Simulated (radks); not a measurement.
Problem. Co4+, configuration [Ar] 3d5. Calculated with a radial shooting solver on a logarithmic mesh with Libxc functionals: Dirac Kohn-Sham, PBE, spin-unpolarised, spherical densities, point nucleus; open shells fill j = l - 1/2 first. Some entries of the table are withheld. Estimate them.

orbital  occ.  eigenvalue (hartree)  r(max) (bohr)  <r^2> (bohr^2)
1s1/2       2             -281.2681        0.03678        0.004247
2s1/2       2                   (1)         0.2132         0.07696
2p1/2       2             -30.97148         0.1703         0.06107
2p3/2       4             -30.42698         0.1729         0.06266
3s1/2       2              -5.97384         0.6646          0.6648
3p1/2       2              -4.65253         0.6670          0.7237
3p3/2       4              -4.58065         0.6741          0.7392
3d3/2       4                   (2)            (3)          0.9533
3d5/2       1                   (4)            (5)          0.9598

Solution. 
(1) 2s1/2 eigenvalue (hartree): -35.35197
(2) 3d3/2 eigenvalue (hartree): -2.42721
(3) 3d3/2 r(max) (bohr): 0.6389
(4) 3d5/2 eigenvalue (hartree): -2.41821
(5) 3d5/2 r(max) (bohr): 0.6411
